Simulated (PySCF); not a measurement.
Point-charge models of `C/N=C\CC[SiH2]C(Cl)Cl` against its computed dipole.

Coordinates (GFN2-xTB, Å) and charges (e) from the PBE0/pcSseg-1 density (PySCF):

```json
{"atom": "C1", "x": "-2.911", "y": "0.576", "z": "-0.471", "Mulliken": "-0.1360", "IAO": "-0.3166", "Hirshfeld": "-0.0751", "ESP-fitted": "+0.2141"}
{"atom": "N2", "x": "-2.362", "y": "-0.712", "z": "-0.800", "Mulliken": "-0.4089", "IAO": "-0.2746", "Hirshfeld": "-0.1595", "ESP-fitted": "-0.5844"}
{"atom": "C3", "x": "-1.444", "y": "-1.244", "z": "-0.130", "Mulliken": "+0.0376", "IAO": "+0.0206", "Hirshfeld": "+0.0423", "ESP-fitted": "+0.2535"}
{"atom": "C4", "x": "-0.716", "y": "-0.733", "z": "1.079", "Mulliken": "-0.2323", "IAO": "-0.2929", "Hirshfeld": "-0.0712", "ESP-fitted": "+0.1433"}
{"atom": "C5", "x": "0.782", "y": "-0.610", "z": "0.785", "Mulliken": "-0.5366", "IAO": "-0.5304", "Hirshfeld": "-0.1550", "ESP-fitted": "-0.4558"}
{"atom": "Si6", "x": "1.148", "y": "0.645", "z": "-0.589", "Mulliken": "+0.7094", "IAO": "+0.7593", "Hirshfeld": "+0.3195", "ESP-fitted": "+0.4927"}
{"atom": "C7", "x": "3.064", "y": "0.710", "z": "-0.774", "Mulliken": "-0.4570", "IAO": "-0.3714", "Hirshfeld": "-0.0561", "ESP-fitted": "-0.6079"}
{"atom": "Cl8", "x": "3.797", "y": "1.193", "z": "0.768", "Mulliken": "-0.0824", "IAO": "-0.0687", "Hirshfeld": "-0.0453", "ESP-fitted": "-0.0149"}
{"atom": "Cl9", "x": "3.662", "y": "-0.893", "z": "-1.246", "Mulliken": "-0.0807", "IAO": "-0.0677", "Hirshfeld": "-0.0446", "ESP-fitted": "-0.0133"}
{"atom": "H10", "x": "-3.315", "y": "0.604", "z": "0.544", "Mulliken": "+0.1128", "IAO": "+0.1369", "Hirshfeld": "+0.0437", "ESP-fitted": "+0.0124"}
{"atom": "H11", "x": "-2.157", "y": "1.363", "z": "-0.564", "Mulliken": "+0.1128", "IAO": "+0.1335", "Hirshfeld": "+0.0409", "ESP-fitted": "-0.0177"}
{"atom": "H12", "x": "-3.718", "y": "0.774", "z": "-1.175", "Mulliken": "+0.1322", "IAO": "+0.1597", "Hirshfeld": "+0.0458", "ESP-fitted": "+0.0315"}
{"atom": "H13", "x": "-1.114", "y": "-2.217", "z": "-0.485", "Mulliken": "+0.1052", "IAO": "+0.1382", "Hirshfeld": "+0.0423", "ESP-fitted": "+0.0220"}
{"atom": "H14", "x": "-0.870", "y": "-1.447", "z": "1.894", "Mulliken": "+0.1484", "IAO": "+0.1560", "Hirshfeld": "+0.0514", "ESP-fitted": "+0.0085"}
{"atom": "H15", "x": "-1.114", "y": "0.233", "z": "1.390", "Mulliken": "+0.1281", "IAO": "+0.1363", "Hirshfeld": "+0.0407", "ESP-fitted": "+0.0033"}
{"atom": "H16", "x": "1.171", "y": "-1.592", "z": "0.506", "Mulliken": "+0.1581", "IAO": "+0.1553", "Hirshfeld": "+0.0368", "ESP-fitted": "+0.1462"}
{"atom": "H17", "x": "1.299", "y": "-0.318", "z": "1.702", "Mulliken": "+0.1642", "IAO": "+0.1616", "Hirshfeld": "+0.0389", "ESP-fitted": "+0.1443"}
{"atom": "H18", "x": "0.626", "y": "0.263", "z": "-1.900", "Mulliken": "-0.0298", "IAO": "-0.1039", "Hirshfeld": "-0.0697", "ESP-fitted": "-0.0525"}
{"atom": "H19", "x": "0.743", "y": "2.003", "z": "-0.208", "Mulliken": "-0.0583", "IAO": "-0.1177", "Hirshfeld": "-0.0746", "ESP-fitted": "-0.0653"}
{"atom": "H20", "x": "3.426", "y": "1.411", "z": "-1.522", "Mulliken": "+0.2131", "IAO": "+0.1865", "Hirshfeld": "+0.0496", "ESP-fitted": "+0.3400"}
```

Problem. Form Σ q r in debye for every column and set it beside the full dipole.

Solution. The full density gives (-0.83, 1.22, 1.11) D, 1.85 D in size; dipole vectors point from the negative to the positive end.

```tsv
scheme	μx	μy	μz	size (D)	share of the full size (%)	angle to the full dipole (°)
Mulliken	-2.74	2.64	0.20	3.81	206	36
IAO	-1.63	1.54	0.13	2.24	121	36
Hirshfeld	-0.25	0.51	0.35	0.67	36	9
ESP-fitted	-0.88	1.35	1.06	1.93	104	4
```

Problem. Which set comes closest?

Solution. Length of the difference vector: ESP-fitted 0.15 D, Hirshfeld 1.19 D, IAO 1.30 D, Mulliken 2.55 D. Closest: ESP-fitted. The schemes that divide the density aren't constrained to reproduce the dipole.

Problem. What is left for the Hirshfeld atoms' own dipoles?

Solution. The Hirshfeld atoms' densities add up to the full density, so μ = Σ q r + Σ (atomic dipoles). The atomic dipoles sum to (-0.83, 1.22, 1.11) − (-0.25, 0.51, 0.35) = (-0.58, 0.71, 0.76) D, 1.19 D in size.

Problem. With the origin at the mean of the coordinates, (0.000, 0.001, -0.060) Å, which are the largest single terms, by size, of the IAO dipole along the direction of the full one?

Solution. C7 +2.39, C1 -2.19, Si6 -1.49, H10 +1.48, H20 -1.33 D; all 20 atoms together +1.82 D. The single terms depend on the origin, their sum doesn't.

Problem. Give the size of the full dipole in other units.

Solution. 1.85 D = 0.728 au = 0.385 e·Å = 6.17 × 10⁻³⁰ C·m.

One conformer (not necessarily the lowest) at the GFN2-xTB geometry, without solvent, vibrations or thermal averaging. GFN2-xTB frequencies show an imaginary mode (57i cm⁻¹), so this geometry is no minimum at that level.

Conformer computed: `[CH3:1]/[N:2]=[CH:3]\[CH2:4][CH2:5][SiH2:6][CH:7]([Cl:8])[Cl:9]`: N2–C3–C4–C5 -120°, C3–C4–C5–Si6 63°, C4–C5–Si6–C7 178°, C5–Si6–C7–Cl8 -59°.
